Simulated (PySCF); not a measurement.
Ligand exchange on a metal centre used in film growth or etching (Zn Cl-F). All species are isolated molecules in the gas phase.

Method: PBE-D3(BJ)/def2-TZVP // TPSS-D3(BJ)/def2-SVP in PySCF. 

```tsv
species	LUMO (eV)	mean distance from the central atom to its bonded neighbours (Å)	charge on the central atom (meta-Löwdin) (e)
0 of 2 Cl replaced by F ([Zn(Cl)2])	-2.71	2.104	1.19
1 of 2 Cl replaced by F ([Zn(Cl)(F)])	-2.84	1.920	1.28
2 of 2 Cl replaced by F	-2.98	1.736	1.37
```
